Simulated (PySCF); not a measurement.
Species: C4H4F4O2.
Structure used (GFN2-xTB), in Å, numbered top down from 1:
```
atom  x, y, z in Å
F1    -2.8198   -0.2105   -1.2671
C2    -2.1422   -0.5194   -0.1373
F3    -2.9657   -0.2912    0.8835
O4    -1.0522    0.2930    0.0136
C5    -0.0173    0.0314   -0.8714
O6     0.7503   -1.0928   -0.6255
C7     1.3569    0.1436   -0.3733
C8     1.6031    0.5138    1.0753
F9     1.5470    1.8558    1.2177
F10    2.8491    0.1466    1.4441
H11   -1.8940   -1.5962   -0.1775
H12   -0.2488    0.2405   -1.9136
H13    2.1517    0.4319   -1.0553
H14    0.8812    0.0530    1.7646
```

Method used: PySCF 2.14.0, density-fitted response routines, TDDFT wB97X-D/def2-SVPD, vertical, gas phase, core orbitals frozen in the response.

Frontier orbitals with the atoms that hold most of them (Löwdin shares over 4%, at most four atoms; ? is withheld):

```
orbital  ε (eV)                            atoms
 HOMO-3  -12.88  F9 21%, O6 19%, F10 14%, C8 12%
 HOMO-2  -12.16      O4 54%, C5 9%, O6 8%, F1 6%
 HOMO-1  -11.75                                ?
   HOMO  -11.32                                ?
   LUMO    2.23  O6 16%, C5 14%, C2 14%, H12 12%
 LUMO+1    2.42    O6 22%, O4 9%, H13 9%, H11 8%
 LUMO+2    2.56  C8 16%, H14 14%, O6 13%, O4 13%
```

Question: Which atoms hold the HOMO-1, and with what shares?

Answer: C7 (bonded to 2 C, O and H) 21%; O6 (bonded to 2 C) 20%; C5 (bonded to C, 2 O and H) 18%; O4 (bonded to 2 C) 11%. By element: carbon 38% or more, oxygen 31%.

Question: Give the leading atoms of the HOMO.

Answer: O6 (bonded to 2 C) 53%; C7 (bonded to 2 C, O and H) 12%; O4 (bonded to 2 C) 8%; C8 (bonded to C, 2 F and H) 6%. By element: oxygen 60%, carbon 18% or more.

Question: The HOMO–LUMO gap is 13.55 eV. Where does the response calculation put the lowest singlet, and from which orbitals?

Answer: S1 is at 8.69 eV (f = 0.0058), 4.86 eV below the gap, made of HOMO→LUMO+1 (30%), HOMO→LUMO+2 (23%), HOMO→LUMO+3 (18%). Its leading pair isn't HOMO and LUMO; the energies of that pair differ by 13.75 eV. Without the coupling terms of the response equations the lowest excitation would equal the gap.

Next come S2 at 9.11 eV (f 0.013), HOMO→LUMO (66%), HOMO→LUMO+2 (12%), HOMO→LUMO+4 (8%); S3 at 9.53 eV (f 0.050), HOMO-1→LUMO+2 (28%), HOMO-1→LUMO+1 (26%), HOMO→LUMO+1 (24%); S4 at 9.57 eV (f 0.120), HOMO→LUMO+1 (29%), HOMO→LUMO+3 (19%), HOMO→LUMO+4 (13%); S5 at 9.70 eV (f 0.018), HOMO-1→LUMO (58%), HOMO-1→LUMO+1 (15%), HOMO-1→LUMO+2 (9%).

Time: 80 s wall; peak memory 1.1 GiB. Hardware: an Arm Neoverse V1 with one thread, shared host with 32 logical CPUs at a one-minute load of 16.

One conformer stands for the species.
